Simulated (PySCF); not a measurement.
Compound: C6H9NS.
Z-matrix (Å and degrees, PBE0-D3(BJ)/def2-SVP geometry), rows numbered from 1:
```
C 
S   1  1.7974
C   2  1.7550  1   99.58
C   3  1.3850  2  132.39  1     0.52
C   4  1.4221  3  106.74  2   180.00
C   5  1.3752  4  107.47  3     0.00
N   3  1.3707  2  119.15  1  -179.47
C   7  1.4384  3  124.92  2     0.12
H   1  1.0997  2  111.02  3    61.34
H   1  1.0997  2  111.01  3   -61.22
H   1  1.0981  2  106.35  3  -179.92
H   4  1.0869  3  126.39  2     0.02
H   5  1.0882  4  126.57  3  -179.98
H   6  1.0879  5  131.13  4   180.00
H   8  1.0970  7  109.11  3  -179.86
H   8  1.1018  7  111.07  3    60.45
H   8  1.1018  7  111.06  3   -60.20
```

Computed, not measured: PBE0-D3(BJ)/def2-SVP geometry optimisation, gas phase in PySCF 2.14.0.

Masses are those of the commonest isotopes; rigid-rotor values at the optimised geometry. The values belong to one conformer with, in the numbering `[CH3:1][S:2][c:3]1[cH:4][cH:5][cH:6][n:7]1[CH3:8]`, C1–S2–C3–C4 1°.

(1) What are A, B and C (GHz)?

(2) Classify the top.

(3) Is it planar, by Δ = Ic − Ia − Ib?

(4) Give the other two planar moments, Paa and Pbb, and the rms extents of the mass along the axes.

(5) Give the coordinates in the principal-axis frame, origin at the centre of mass.

(6) Where do the levels up to J = 4 lie, in K?

(7) Which lines would a microwave search look for?

(8) Estimate the classical rotational partition function at 25 K, 100 K and 500 K.

Results:

(1) Ia = 168.41, Ib = 347.27, Ic = 509.18 u·Å²; 505379 MHz·u·Å²/I gives 3001, 1455 and 992.5 MHz, that is A = 3.0009, B = 1.4553, C = 0.9925 GHz.

(2) An asymmetric top; Ray's κ = -0.539.

(3) Not planar: Δ = Ic − Ia − Ib = -6.49 u·Å². For a rigid frame Δ = −2 Σ m c², so Σ m c² = 3.24 u·Å² lies off the ab plane, practically all of it from hydrogen. The atom farthest from that plane is 0.91 Å away.

(4) Paa = Σ m a² = (Ib + Ic − Ia)/2 = 344.02 and Pbb = Σ m b² = (Ia + Ic − Ib)/2 = 165.16 u·Å². With the mass M = 127.05 u, the rms extents √(P/M) along a, b and c are 1.65, 1.14, 0.16 Å.

(5) The sense of each axis is arbitrary; atoms in the order of the calculation.
| atom | mass (u) | a (Å) | b (Å) | c (Å) |
| --- | --- | --- | --- | --- |
| C1 | 12.000 | 2.640 | 0.839 | 0.008 |
| S2 | 31.972 | 1.577 | -0.611 | -0.005 |
| C3 | 12.000 | 0.009 | 0.177 | -0.002 |
| C4 | 12.000 | -0.366 | 1.510 | -0.003 |
| C5 | 12.000 | -1.788 | 1.535 | 0.000 |
| C6 | 12.000 | -2.224 | 0.231 | 0.001 |
| N7 | 14.003 | -1.125 | -0.593 | 0.000 |
| C8 | 12.000 | -1.143 | -2.032 | 0.004 |
| H9 | 1.008 | 2.474 | 1.441 | 0.913 |
| H10 | 1.008 | 2.476 | 1.455 | -0.887 |
| H11 | 1.008 | 3.673 | 0.465 | 0.006 |
| H12 | 1.008 | 0.301 | 2.368 | -0.005 |
| H13 | 1.008 | -2.421 | 2.421 | 0.000 |
| H14 | 1.008 | -3.228 | -0.188 | 0.004 |
| H15 | 1.008 | -2.185 | -2.377 | 0.003 |
| H16 | 1.008 | -0.641 | -2.432 | 0.899 |
| H17 | 1.008 | -0.638 | -2.436 | -0.887 |

(6) Above 0(0,0), as E/k:
J = 1: 1(0,1) 0.117, 1(1,1) 0.192, 1(1,0) 0.214
J = 2: 2(0,2) 0.348, 2(1,2) 0.404, 2(1,1) 0.471, 2(2,1) 0.694, 2(2,0) 0.698
J = 3: 3(0,3) 0.684, 3(1,3) 0.721, 3(1,2) 0.854, 3(2,2) 1.046, 3(2,1) 1.066, 3(3,1) 1.475, 3(3,0) 1.475
J = 4: 4(0,4) 1.119, 4(1,4) 1.139, 4(1,3) 1.358, 4(2,3) 1.513, 4(2,2) 1.569, 4(3,2) 1.952, 4(3,1) 1.956, 4(4,1) 2.543, 4(4,0) 2.543
Those of J = 1 are B + C, A + C and A + B.

(7) The dipole components are |μa| = 0.34 D, |μb| = 0.84 D, |μc| = 0.00 D; the mirror of this Cs structure is the ab plane, so μc vanishes by symmetry (the 0.02 D computed is a residue) and there are no c-type lines. Intensities carry the squares of the components, which stand as 0.16 : 1.00 (a : b). Some lines, for components of 0.1 D or more:

```json
{"type": "a", "branch": "Q", "J(Ka,Kc)": "1(1,0) ← 1(1,1)", "MHz": "463", "lower level (cm⁻¹)": "0.133"}
{"type": "a", "branch": "Q", "J(Ka,Kc)": "2(1,1) ← 2(1,2)", "MHz": "1388", "lower level (cm⁻¹)": "0.281"}
{"type": "b", "branch": "Q", "J(Ka,Kc)": "1(1,0) ← 1(0,1)", "MHz": "2008", "lower level (cm⁻¹)": "0.082"}
{"type": "a", "branch": "R", "J(Ka,Kc)": "1(0,1) ← 0(0,0)", "MHz": "2448", "lower level (cm⁻¹)": "0.000"}
{"type": "b", "branch": "Q", "J(Ka,Kc)": "2(1,1) ← 2(0,2)", "MHz": "2560", "lower level (cm⁻¹)": "0.242"}
{"type": "b", "branch": "R", "J(Ka,Kc)": "2(0,2) ← 1(1,1)", "MHz": "3261", "lower level (cm⁻¹)": "0.133"}
{"type": "b", "branch": "R", "J(Ka,Kc)": "1(1,1) ← 0(0,0)", "MHz": "3993", "lower level (cm⁻¹)": "0.000"}
{"type": "a", "branch": "R", "J(Ka,Kc)": "2(1,2) ← 1(1,1)", "MHz": "4433", "lower level (cm⁻¹)": "0.133"}
{"type": "b", "branch": "Q", "J(Ka,Kc)": "2(2,0) ← 2(1,1)", "MHz": "4726", "lower level (cm⁻¹)": "0.327"}
{"type": "a", "branch": "R", "J(Ka,Kc)": "2(0,2) ← 1(0,1)", "MHz": "4806", "lower level (cm⁻¹)": "0.082"}
{"type": "a", "branch": "R", "J(Ka,Kc)": "2(1,1) ← 1(1,0)", "MHz": "5358", "lower level (cm⁻¹)": "0.149"}
{"type": "b", "branch": "R", "J(Ka,Kc)": "2(1,2) ← 1(0,1)", "MHz": "5979", "lower level (cm⁻¹)": "0.082"}
{"type": "b", "branch": "Q", "J(Ka,Kc)": "2(2,1) ← 2(1,2)", "MHz": "6025", "lower level (cm⁻¹)": "0.281"}
{"type": "b", "branch": "R", "J(Ka,Kc)": "2(2,1) ← 1(1,0)", "MHz": "9995", "lower level (cm⁻¹)": "0.149"}
{"type": "b", "branch": "R", "J(Ka,Kc)": "2(2,0) ← 1(1,1)", "MHz": "10547", "lower level (cm⁻¹)": "0.133"}
```

(8) Point group Cs, symmetry number σ = 1; q = (√π/σ)·√((kT/h)³/(ABC)), k/h = 20836.6 MHz/K: 10100 at 25 K, 81000 at 100 K, 905000 at 500 K.

Whether it is a minimum is left open (no frequencies). Zero-point vibration and centrifugal distortion are left out. A rigid rotor knows nothing of internal rotation, which can split or shift real lines. Quadrupole hyperfine structure (14N) is left out.
